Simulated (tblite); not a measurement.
C5HFNO (doublet state).
InChI=1S/C5HFNO/c6-5-4(3-7)1-2-8-5/h1H

All values are computed: GFN2-xTB (tblite) harmonic vibrations without scaling, gas phase. Errors from tens to a few hundred cm⁻¹ against measured bands are possible. Open shells enter through the occupations alone, without spin polarisation, and single modes of such species can be off by tens of per cent.

Harmonic wavenumbers (cm⁻¹): 129.0, 151.5, 273.6, 361.7, 397.7, 499.9, 535.0, 581.8, 591.6, 698.1, 804.5, 852.3, 1047.5, 1090.1, 1183.9, 1213.7, 1341.5, 1513.7, 1603.2, 2370.1, 3218.2.

A = 3785, B = 1995, C = 1306 MHz; mass 110.004 u (most abundant isotopes); point group Cs, symmetry number 1; spin multiplicity 2.

Problem. Zero-point energy?

Solution. Half the sum of the wavenumbers: 10229 cm⁻¹ = 29.25 kcal/mol.

Problem. What is S at 273.15 K and 1 bar for an ideal gas of classical rigid rotors and harmonic oscillators?

Solution. Translation 39.59, rotation 27.62, vibration 11.02, spin (R ln 2) 1.38: S = 79.6 cal/(mol K).

Problem. And Cp and H(273.15 K) − H(0)?

Solution. Cp = 23.02 cal/(mol K), of which vibrations give 15.07 (their classical limit is 21 R = 41.7); H(273.15 K) − H(0) = 4.01 kcal/mol without the zero-point energy, 1.84 from vibrations.

Problem. What must be added to the electronic energy to get the Gibbs energy at 273.15 K and 1 bar?

Solution. ZPE + [H(273.15 K) − H(0)] − T·S = 29.25 + 4.01 − 21.75 = 11.51 kcal/mol.

Problem. Which modes carry the vibrational entropy at 273.15 K?

Solution. 129.0 cm⁻¹: 2.79; 151.5 cm⁻¹: 2.49; 273.6 cm⁻¹: 1.42; 361.7 cm⁻¹: 0.98; 397.7 cm⁻¹: 0.85; 499.9 cm⁻¹: 0.55 cal/(mol K); the other 15 give 1.94 together.

Problem. Blend soft modes into free rotors: weight 1/[1 + (100 cm⁻¹/ν̃)⁴] for the oscillator and the rest for a rotor with moment μB/(μ + B), μ = h/(8π²ν), B = 10⁻⁴⁴ kg m². What vibrational entropy results?

Solution. 10.94 cal/(mol K) in place of 11.02, which changes −T·S at 273.15 K by +0.02 kcal/mol.

Hindered rotation and anharmonicity are outside this model.
